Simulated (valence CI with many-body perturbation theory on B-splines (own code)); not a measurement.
**Hyperfine factors and g values of Hg9+**

Computed by configuration interaction combined with many-body perturbation theory (CI+MBPT): three valence electrons over a frozen Dirac-Fock core [Xe] 4f14, radial functions for each j: 7 s, 7 p, 8 d, 6 f, 4 g, 1 h, with the one-electron correlation potential Σ1, the two-electron term Σ2, the three-electron term Σ3, Breit, model QED; selected CI, second order for the rest, scaled by the run's own slope (own B-spline code, finite nucleus).

No measured levels were compared; by estimate terms of the open shell hold to 2 to 4 % of their energy, and close levels can change places. Excitations out of the core, of the other parity, are not computed and may begin above about 45.4 eV (a cautious bound); beyond it only levels of the ground parity were kept, without lifetimes.

A/g_I is the dipole constant over the nuclear g factor μ/I (μ in nuclear magnetons, uniformly magnetised nucleus), B/Q the quadrupole constant per barn. Both hold the static response of the core; the bare values leave it out. Large factors of s and p1/2 electrons are usually good to 5 to 10 %; those of open d and f shells near neutrality can be off by tens of per cent, and small factors of p3/2, d and f electrons come from cancelling terms and can be off by a factor of two or in sign, in half-filled shells by more. B is blank for J = 1/2, where it vanishes, and for nearly pure S terms. Energies count from the lowest level.

Levels are named by their leading jj configuration (3d3/2^4 stands for four electrons in 3d with j = 3/2), which in mixed levels can hold well under half, so a name can repeat and another be missing. Letters in brackets count levels of one name in rising energy.

| Level | E (cm⁻¹) | g | A/g_I (MHz) | A/g_I bare | B/Q (MHz/b) | B/Q bare |
| --- | --- | --- | --- | --- | --- | --- |
| (5d3/2^3) J=3/2 | 0 | 0.552 | 4970 | 3840 | -2030 | -1800 |
| (5d3/2^2 5d5/2) J=5/2 [a] | 14798 | 1.042 | 1950 | 2160 | -1290 | -1180 |
| (5d3/2^2 5d5/2) J=7/2 | 23551 | 1.141 | 1530 | 2080 | -233 | -293 |
| (5d3/2^2 5d5/2) J=3/2 | 24341 | 1.329 | 570 | 1730 | -1160 | -1040 |
| (5d3/2^2 5d5/2) J=9/2 | 27042 | 1.128 | 1740 | 2310 | 1700 | 1370 |
| (5d3/2^2 5d5/2) J=1/2 | 28557 | 2.009 | -4570 | -1910 |  |  |
| (5d3/2 5d5/2^2) J=7/2 [a] | 42246 | 1.005 | 2030 | 2080 | 784 | 709 |
| (5d3/2^2 5d5/2) J=5/2 [b] | 43671 | 1.514 | -818 | 750 | 2730 | 2340 |
| (5d3/2 5d5/2^2) J=9/2 | 44615 | 1.119 | 1480 | 1900 | 1510 | 1290 |
| (5d3/2 5d5/2^2) J=3/2 [a] | 50622 | 1.171 | 1350 | 2000 | -2700 | -2380 |
| (5d3/2 5d5/2^2) J=1/2 | 52977 | 1.326 | -1100 | -549 |  |  |
| (5d3/2 5d5/2^2) J=11/2 | 55956 | 1.090 | 1720 | 2090 | 5790 | 5100 |
| (5d3/2 5d5/2^2) J=5/2 [a] | 60410 | 1.187 | 1060 | 1660 | 845 | 766 |
| (5d3/2 5d5/2^2) J=5/2 [b] | 63821 | 0.979 | 1940 | 1840 | 2110 | 1830 |
| (5d3/2 5d5/2^2) J=7/2 [b] | 66878 | 1.122 | 1610 | 2100 | 1390 | 1240 |
| (5d5/2^3) J=9/2 | 69558 | 1.105 | 1300 | 1600 | 1240 | 1120 |
| (5d5/2^3) J=3/2 | 74485 | 1.180 | 1280 | 1940 | 827 | 752 |
| (5d3/2 5d5/2^2) J=3/2 [b] | 95093 | 0.831 | 3420 | 3110 | 3010 | 2670 |
| (5d5/2^3) J=5/2 | 100060 | 1.161 | 1070 | 1570 | 1410 | 1280 |
| (5d3/2^2 6s) J=3/2 | 266550 | 0.455 | -15400 | -14200 | 456 | 417 |
| (5d3/2^2 6s) J=5/2 | 270710 | 1.024 | 21000 | 19400 | 345 | 311 |
| (5d3/2 5d5/2 6s) J=7/2 [a] | 288100 | 1.228 | 14700 | 13900 | 1160 | 969 |
| (5d3/2^2 6s) J=1/2 | 290150 | 2.417 | 89800 | 83600 |  |  |
| (5d3/2 5d5/2 6s) J=5/2 [a] | 292870 | 0.987 | -7180 | -6120 | 1010 | 854 |
| (5d3/2 5d5/2 6s) J=9/2 | 299640 | 1.276 | 12800 | 12300 | 3660 | 3140 |
| (5d3/2 5d5/2 6s) J=3/2 [a] | 300900 | 1.548 | 13300 | 13000 | 2070 | 1780 |
| (5d3/2 5d5/2 6s) J=5/2 [b] | 301280 | 1.321 | 18900 | 17800 | -1480 | -1370 |
| (5d3/2 5d5/2 6s) J=3/2 [b] | 306770 | 1.101 | 475 | 880 | -1570 | -1410 |
| (5d3/2 5d5/2 6s) J=7/2 [b] | 306940 | 1.017 | -7960 | -6690 | 4720 | 4160 |
| (5d3/2 5d5/2 6s) J=1/2 | 311590 | 0.952 | -23100 | -21100 |  |  |
| (5d5/2^2 6s) J=9/2 | 321280 | 1.168 | 12900 | 12100 | 5970 | 5320 |
| (5d5/2^2 6s) J=7/2 | 325400 | 1.023 | -9430 | -8200 | 4220 | 3740 |
| (5d5/2^2 6s) J=5/2 | 326150 | 1.352 | 21300 | 20000 | -2000 | -1760 |
| (5d5/2^2 6s) J=3/2 | 332280 | 1.160 | -18400 | -15900 | -1910 | -1710 |
| (5d5/2^2 6s) J=1/2 | 358630 | 1.968 | 102000 | 93400 |  |  |
| (5d3/2 6s^2) J=3/2 | 561790 | 0.799 | 3850 | 3720 | 3110 | 2830 |
| (5d5/2 6s^2) J=5/2 | 586170 | 1.199 | 1450 | 1820 | 3730 | 3280 |
| (5d3/2^2 6d3/2) J=5/2 | 592180 | 0.746 | 3350 | 2900 | -0.796 | 39.8 |
| (5d3/2^2 6d3/2) J=7/2 | 593080 | 0.757 | 3080 | 2750 | 1720 | 1270 |
| (5d3/2^2 6d3/2) J=1/2 | 593700 | 0.578 | 7390 | 6720 |  |  |

Task: Take the isotope of mass number 201, with I = 3/2, μ = -0.558 μN and Q = 0.387 b. What is the hyperfine structure of (5d3/2^3) J=3/2?

Result: From the table A = -1850 MHz, B = -785 MHz. Shifts from the centre of gravity in MHz: F = 0: 5960, F = 1: 4890, F = 2: 1980, F = 3: -4360.
